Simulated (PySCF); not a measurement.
An unknown shows these calculated signals:

¹H NMR (400 MHz, computed): δ 7.42 (d, 1H), 7.22 (d, 1H), 4.60 (q, 1H), 4.15 (t, 3H), 4.11 (d, 3H), 1.94 (q, 2H).

¹³C{¹H} NMR (computed): δ 177.0 (C), 151.4 (CH2), 95.5 (CH), 27.6 (CH2).

Calculated, not measured (PySCF): GFN2-xTB geometry, PBE0/pcSseg-1 with gauge-including orbitals. Averaged over atoms made equivalent by symmetry, fast rotation or ring inversion, no relativistic terms, one conformer, gas phase.

Scale: TMS for ¹H, ¹³C (reference shieldings calculated alike).

Q: Which of these does the molecule contain: a (CH3)2CH unit, a Si–H bond, a non-aromatic C=C double bond, a carboxylic acid, an OH group?

A: 
- A (CH3)2CH unit: no.
- A Si–H bond: yes (δH 4.11 (d)).
- A non-aromatic C=C double bond: yes.
- A carboxylic acid: no.
- An OH group: no.

The data belong to `C=N/C(=C\[SiH3])C[SiH3]`, C4H11NSi2; they needn't prove each group on their own.

Carbon signals by region: 1 in the far downfield region (above 160 ppm), 1 in the sp2 and nitrile region (100–160 ppm), 1 at 50–100 ppm, 1 below 50 ppm. Above 160 ppm: 177.0, fully substituted alkene carbon.

Shifts are as computed. Against solution values, carbons near 30 ppm lie about +3 ppm off and those near 130 ppm about +5 ppm. Of 1211 compounds with measured shifts, 218 miss one by over three times the rms of a fit or turn the order of signals round; such compounds aren't used in these exercises. No couplings were computed; multiplicities are counted from neighbouring protons, with m where these are inequivalent, close in shift, in a saturated or five-membered ring or joined by F or P, and br s for small geminal =CH2 splittings.
